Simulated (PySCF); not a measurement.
C₂H₇BO, SMILES B(C)OC.

The structure is a stationary point at PBE-D3(BJ)/def2-SVP. One conformer was computed; it need not be the lowest.

The numbers are results of PBE-D3(BJ)/def2-SVP (PySCF), not measurements.

Frequencies are harmonic and unscaled.

```json
[
 {"mode": "1", "ν (cm⁻¹)": "106", "IR (km/mol)": "2.3", "moving atoms (share of kinetic energy)": "H 91 %"},
 {"mode": "2", "ν (cm⁻¹)": "156", "IR (km/mol)": "0.1", "moving atoms (share of kinetic energy)": "H 76 %, O 13 %, B 12 %"},
 {"mode": "3", "ν (cm⁻¹)": "190", "IR (km/mol)": "3.5", "moving atoms (share of kinetic energy)": "H 38 %, O 31 %, C 23 %, B 8 %"},
 {"mode": "4", "ν (cm⁻¹)": "255", "IR (km/mol)": "4.8", "moving atoms (share of kinetic energy)": "H 36 %, O 24 %, C 24 %, B 17 %"},
 {"mode": "5", "ν (cm⁻¹)": "435", "IR (km/mol)": "3.3", "moving atoms (share of kinetic energy)": "C 39 %, H 31 %, O 20 %, B 10 %"},
 {"mode": "6", "ν (cm⁻¹)": "656", "IR (km/mol)": "0.2", "moving atoms (share of kinetic energy)": "H 88 %, C 10 %"},
 {"mode": "7", "ν (cm⁻¹)": "742", "IR (km/mol)": "1.5", "moving atoms (share of kinetic energy)": "H 59 %, C 32 %"},
 {"mode": "8", "ν (cm⁻¹)": "951", "IR (km/mol)": "40.4", "moving atoms (share of kinetic energy)": "H 53 %, B 35 %, C 10 %"},
 {"mode": "9", "ν (cm⁻¹)": "990", "IR (km/mol)": "43.6", "moving atoms (share of kinetic energy)": "H 36 %, C 26 %, O 26 %, B 12 %"},
 {"mode": "10", "ν (cm⁻¹)": "999", "IR (km/mol)": "18.8", "moving atoms (share of kinetic energy)": "H 45 %, B 34 %, C 19 %"},
 {"mode": "11", "ν (cm⁻¹)": "1109", "IR (km/mol)": "10.0", "moving atoms (share of kinetic energy)": "H 61 %, C 21 %, O 16 %"},
 {"mode": "12", "ν (cm⁻¹)": "1145", "IR (km/mol)": "0.3", "moving atoms (share of kinetic energy)": "H 75 %, C 19 %"},
 {"mode": "13", "ν (cm⁻¹)": "1165", "IR (km/mol)": "11.7", "moving atoms (share of kinetic energy)": "H 68 %, C 13 %, B 11 %, O 8 %"},
 {"mode": "14", "ν (cm⁻¹)": "1264", "IR (km/mol)": "13.3", "moving atoms (share of kinetic energy)": "H 60 %, C 28 %"},
 {"mode": "15", "ν (cm⁻¹)": "1343", "IR (km/mol)": "273.1", "moving atoms (share of kinetic energy)": "H 55 %, B 21 %, O 13 %, C 11 %"},
 {"mode": "16", "ν (cm⁻¹)": "1382", "IR (km/mol)": "3.9", "moving atoms (share of kinetic energy)": "H 96 %"},
 {"mode": "17", "ν (cm⁻¹)": "1388", "IR (km/mol)": "38.1", "moving atoms (share of kinetic energy)": "H 87 %, C 9 %"},
 {"mode": "18", "ν (cm⁻¹)": "1416", "IR (km/mol)": "3.5", "moving atoms (share of kinetic energy)": "H 97 %"},
 {"mode": "19", "ν (cm⁻¹)": "1418", "IR (km/mol)": "11.0", "moving atoms (share of kinetic energy)": "H 93 %"},
 {"mode": "20", "ν (cm⁻¹)": "1458", "IR (km/mol)": "139.0", "moving atoms (share of kinetic energy)": "H 52 %, B 27 %, O 18 %"},
 {"mode": "21", "ν (cm⁻¹)": "2467", "IR (km/mol)": "164.7", "moving atoms (share of kinetic energy)": "H 91 %, B 9 %"},
 {"mode": "22", "ν (cm⁻¹)": "2947", "IR (km/mol)": "58.4", "moving atoms (share of kinetic energy)": "H 97 %"},
 {"mode": "23", "ν (cm⁻¹)": "2964", "IR (km/mol)": "0.8", "moving atoms (share of kinetic energy)": "H 97 %"},
 {"mode": "24", "ν (cm⁻¹)": "3036", "IR (km/mol)": "5.5", "moving atoms (share of kinetic energy)": "H 91 %, C 9 %"},
 {"mode": "25", "ν (cm⁻¹)": "3042", "IR (km/mol)": "23.2", "moving atoms (share of kinetic energy)": "H 90 %, C 10 %"},
 {"mode": "26", "ν (cm⁻¹)": "3049", "IR (km/mol)": "20.9", "moving atoms (share of kinetic energy)": "H 90 %, C 10 %"},
 {"mode": "27", "ν (cm⁻¹)": "3079", "IR (km/mol)": "12.5", "moving atoms (share of kinetic energy)": "H 91 %, C 9 %"}
]
```
